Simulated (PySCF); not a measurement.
## Chlorine: a sound run and one with changed settings

Sound run: Cl²⁺ [Ne] 3s2 3p3, Cl³⁺ [Ne] 3s2 3p2. Computed with PySCF 2.14 in def2-SVP (4s3p1d, 18 functions), with the non-relativistic Hamiltonian (point nucleus). The sound run starts from symmetry-adapted Hartree-Fock orbitals and uses a fine grid where one is needed.

Changed run: radial step 0.8 in ln r (0.13 in the sound run). This setting is unsound on purpose.

```json
{"species": "Cl²⁺", "method": "UHF", "sound run (hartree)": "-458.05079", "changed run (hartree)": "-458.05079", "converged": "yes"}
{"species": "Cl²⁺", "method": "M06-2X", "sound run (hartree)": "-458.61924", "changed run (hartree)": "-458.32856", "converged": "yes"}
{"species": "Cl²⁺", "method": "LDA", "sound run (hartree)": "-457.12105", "changed run (hartree)": "-457.18755", "converged": "yes"}
{"species": "Cl³⁺", "method": "UHF", "sound run (hartree)": "-456.62025", "changed run (hartree)": "-456.62025", "converged": "yes"}
{"species": "Cl³⁺", "method": "M06-2X", "sound run (hartree)": "-457.17060", "changed run (hartree)": "-456.89586", "converged": "yes"}
{"species": "Cl³⁺", "method": "LDA", "sound run (hartree)": "-455.66413", "changed run (hartree)": "-455.70340", "converged": "yes"}
```

Ionisation energy of Cl²⁺:

```tsv
method	sound run (eV)	changed run (eV)
UHF	38.927	38.927
M06-2X	39.420	38.986
LDA	39.645	40.386
```

A coarse radial grid mis-integrates the density and the exchange-correlation energy, with errors of either sign; Hartree-Fock needs no grid.

For comparison, NIST gives 39.8 ± 0.11 eV between the lowest levels.
